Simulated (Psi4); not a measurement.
C6H14O (SMILES CC(C)CC(C)O), singlet, geometry from GFN2-xTB. Base run: HF/def2-SVP (Psi4).

Geometry (Å):
```xyz
21

C     -2.4308     0.7039    -0.8030
C     -1.2557     0.4492     0.1401
C     -1.6113    -0.6536     1.1323
C     -0.0036     0.0962    -0.6711
C      1.3064     0.1656     0.1211
C      2.5062     0.2847    -0.8216
O      1.4142    -1.0001     0.9172
H     -3.3265     0.9465    -0.2358
H     -2.6339    -0.1821    -1.4009
H     -2.2175     1.5314    -1.4765
H     -1.0547     1.3721     0.6972
H     -2.4449    -0.3470     1.7609
H     -1.8949    -1.5586     0.5997
H     -0.7597    -0.8857     1.7636
H      0.0755     0.7897    -1.5104
H     -0.1023    -0.9147    -1.0692
H      1.2842     1.0529     0.7783
H      2.4414     1.1984    -1.4058
H      3.4365     0.3051    -0.2546
H      2.5309    -0.5668    -1.4979
H      2.2857    -1.0159     1.3267
```
Charge 0, spin multiplicity 1.
All else is at Psi4's defaults (density fitting).
Base energy -309.99554 Eh.

Variants of this job, named by their change:

```csv
change,ΔE vs base (mEh),SCF cycles,basis functions
base,0.000,8,168
d_convergence = 1e-4,0.000,7,168
basis_guess = sto-3g,0.000,7,168
puream = false,[?],8,[?]
e_convergence = 1e-4,0.000,8,168
level_shift = 0.3,0.000,8,168
d_convergence = 1e-10,0.000,15,168
scf_type = out_of_core,-0.133,8,168
guess = core,0.000,13,168
guess = huckel,0.000,9,168
soscf = true,0.000,5,168
scf_type = disk_df,0.000,8,168
puream = true,0.000,8,168
```

Fill in the missing entries.


- puream = false, ΔE vs base (mEh): -21.399
- puream = false, basis functions: 175
